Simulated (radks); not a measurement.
Results of a calculation; reference values are marked as such.
Cl II, configuration [Ne] 3s2 3p4. Code: a radial shooting solver on a logarithmic mesh with Libxc functionals. Model: scalar-relativistic Kohn-Sham, Slater X-alpha with alpha = 0.667, spin-unpolarised, spherical densities, finite nucleus; Fermi nuclear charge, rms radius 3.3654 fm.

Normalised radial functions P(r) = r R(r), r in bohr:

| r | 2p |
|---|---|
| 0.01116 | 0.0182 |
| 0.01419 | 0.0285 |
| 0.01804 | 0.0444 |
| 0.02293 | 0.0686 |
| 0.02939 | 0.1065 |
| 0.03736 | 0.1608 |
| 0.0475 | 0.2387 |
| 0.06038 | 0.3473 |
| 0.07676 | 0.4923 |
| 0.09758 | 0.6761 |
| 0.124 | 0.8927 |
| 0.159 | 1.1314 |
| 0.2021 | 1.3410 |
| 0.2569 | 1.4810 |
| 0.3266 | 1.5031 |
| 0.4151 | 1.3794 |
| 0.5278 | 1.1222 |
| 0.6763 | 0.7780 |
| 0.8597 | 0.4558 |
| 1.093 | 0.2150 |
| 1.389 | 0.0776 |
| 1.766 | 0.0201 |
| 2.245 | 0.0035 |
| 2.877 | 0.0003 |
| 3.658 | 0.0000 |
| 4.65 | 0.0000 |
| 5.911 | 0.0000 |

2p: eigenvalue -202.55 eV, 0 radial nodes, <r> = 0.408 bohr, 90 % of the charge inside 0.678 bohr.
